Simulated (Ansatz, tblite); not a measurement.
Cost and result up the ladder for Zn2SF2 (the lowest singlet isomer of a short search) (5 atoms). Charge 0, multiplicity 1. Geometry: PBE0-D4/def2-SVP.

```xyz
5

Zn    0.052   -1.347    0.858
Zn    0.197    1.214   -1.021
S     1.232   -0.660   -0.804
F    -0.873   -1.949    2.204
F    -0.608    2.742   -1.237
```

Ansatz on 4 threads of Intel Xeon 6975P-C on a shared host; xTB runs through tblite on one thread. Times are rough, summed over both states, and most runs start from the orbitals of an earlier one. PBE0-D4/def2-TZVP serves as the yardstick here, not as an exact answer. The other state is a triplet.

The xTB rows come from tblite. The structure comes from a short search, and lower isomers may exist.

xTB has no spin-polarisation term.

| level | functions | wall time | vertical triplet (eV) | difference from PBE0-D4/def2-TZVP (eV) |
| --- | --- | --- | --- | --- |
| GFN1-xTB | 25 | 0.005 s | 4.16 | -0.15 |
| GFN2-xTB | 25 | 0.006 s | 3.90 | -0.41 |
| PBE-D4/def2-TZVP | 195 | 2.9 s | 4.05 | -0.26 |
| r2SCAN-D4/def2-TZVP (with forces) | 195 | 6.4 s | 4.20 | -0.11 |
| PBE0-D4/def2-TZVP | 195 | 6.7 s | 4.31 | 0.00 |
